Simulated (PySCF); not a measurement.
Fill in the blanks.

Compound: C4H6OSi.
SMILES: `[SiH3]c1occc1`

| property | level | value |
| --- | --- | --- |
| point group | PBE0-D3(BJ)/def2-SVP | Cs |
| rotational constants A, B, C | PBE0-D3(BJ)/def2-SVP | ? |
| dipole moment | CAM-B3LYP/def2-SVPD | ? |
| HOMO energy | CAM-B3LYP/def2-SVPD | -8.06 eV |
| LUMO energy | CAM-B3LYP/def2-SVPD | ? |
| lowest singlet excitation | TDDFT CAM-B3LYP/def2-SVPD | ? |
| strongest line among the 10 lowest singlet transitions | TDDFT CAM-B3LYP/def2-SVPD | S8 at 7.96 eV (156 nm, f = 0.371) |
| lowest triplet excitation (Tamm–Dancoff) | TDA CAM-B3LYP/def2-SVPD | ? |
| static isotropic polarisability | CAM-B3LYP/def2-SVPD | 76.1 au |
| vertical ionisation energy | ΔSCF CAM-B3LYP/def2-SVPD | 8.81 eV |
| electronic spatial extent ⟨r²⟩ about the centre of nuclear charge | CAM-B3LYP/def2-SVPD | 741 bohr² |
| 13C chemical shifts (computed TMS as zero) by class | GIAO PBE/pcSseg-2 | 154.3 (1 C), 153.4 (1 C), 132.1 (1 C), 117.0 (1 C) ppm |
| 1H chemical shifts (computed TMS as zero) by class | GIAO PBE/pcSseg-2 | 7.83 (1 H), 7.03 (1 H), 6.58 (1 H), 4.57 (3 H) ppm |
| isotropic shieldings of nuclei other than C and H, by class | GIAO PBE/pcSseg-2 | ? |
| core binding energies | ΔSCF SCAN, pcX-2 on the ionised atom, pcseg-1 elsewhere, spin-free X2C, 2p3/2 from a spin–orbit splitting computed afterwards within the 2p shell | Si2p3/2 106.9, C1s 290.4, C1s 290.5, C1s 291.1, C1s 291.6, O1s 539.9, Si1s 1846.6 eV |

Gas-phase values; electronic properties from PySCF, density fitting. Isolated species at its PBE0-D3(BJ)/def2-SVP geometry, gas phase. NMR classes are plain means over equivalent atoms (diastereotopic ones count apart unless rotation or inversion swaps them), as if these changed places fast; in this geometry the members of some classes differ.

(1) What is the dipole moment?

(2) The lowest singlet excitation?

(3) Give the isotropic shieldings of nuclei other than C and H, by class.

(4) The LUMO energy?

(5) The rotational constants A, B, C?

(6) What is the lowest triplet excitation (Tamm–Dancoff)?

Answers

(1) 1.05 D.

(2) 5.91 eV (210 nm, f = 0.321).

(3) -1 (1 O), 413 (1 Si) ppm.

(4) 0.73 eV.

(5) 8.424, 1.983, 1.636 GHz.

(6) 3.85 eV.

The ΔSCF ionisation energy exceeds −ε(HOMO) by 0.75 eV with CAM-B3LYP. The principal polarisabilities are 55.3, 74.4 and 98.7 au; their mean is the isotropic value. The rotational constants make it an asymmetric top with κ = (2B − A − C)/(A − C) = -0.90, nearer the prolate limit (−1). The polarisability is 11.28 Å³ as a volume (1 au = 0.148185 Å³), or 1.46 au for each of the 52 electrons. With B = h/(8π²I), that is 505.379 GHz u Å² over I, the principal moments of inertia are 60.0, 254.9 and 309.0 u Å² (most abundant isotopes).

For the TDDFT job (CAM-B3LYP/def2-SVPD), time: 29 s wall. Hardware: one thread of an x86-64 server, on a shared host.
